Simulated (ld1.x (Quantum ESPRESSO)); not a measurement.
**u(r) = r·R(r): atom against pseudo-atom (Rh (Z = 45))**

Columns: radius, all-electron u(r) and pseudo u(r) of the 4d shell (level -6.15 eV) of rhodium in the configuration [Kr] 4d8 5s1 5p0; LDA (PZ), scalar-relativistic, RRKJ scheme, ld1.x (Quantum ESPRESSO) 7.5.

```
r (bohr)  all-electron   pseudo
   0.168        0.3520  -0.0149
   0.335        0.3057  -0.1087
   0.503       -0.0998  -0.3089
   0.670       -0.4721  -0.5487
   0.838       -0.7066  -0.7289
   1.005       -0.8135  -0.8152
   1.172       -0.8357  -0.8357
   1.340       -0.8086  -0.8086
   1.508       -0.7564  -0.7564
   1.675       -0.6940  -0.6940
   1.842       -0.6292  -0.6292
   2.010       -0.5660  -0.5660
   2.178       -0.5067  -0.5067
   2.345       -0.4527  -0.4527
   2.512       -0.4037  -0.4037
   2.680       -0.3594  -0.3594
   2.848       -0.3198  -0.3198
   3.015       -0.2846  -0.2846
   3.182       -0.2533  -0.2533
   3.350       -0.2252  -0.2252
   3.518       -0.2002  -0.2002
   3.685       -0.1782  -0.1782
   3.852       -0.1586  -0.1586
   4.020       -0.1410  -0.1410
   4.188       -0.1254  -0.1254
   4.355       -0.1116  -0.1116
```

**Question.** How many radial nodes do the two functions have?

**Answer.** The all-electron 4d function has n − l − 1 = 1; the pseudo-wave has 0, since the states of the same l below it are removed with the core.

**Question.** At about which radius was the pseudo-wave matched?

**Answer.** 1.10 bohr, where the columns begin to agree (steps of 0.17 bohr).

**Question.** Where does each function peak?

**Answer.** Outermost all-electron maximum near 1.17 bohr, pseudo maximum near 1.17 bohr (to the table’s step).

**Question.** Is the pseudo-wave norm-conserving?

**Answer.** Yes: the RRKJ scheme keeps the norm inside the radius equal to the all-electron one, which fixes the energy derivative of the logarithmic derivative at the level.
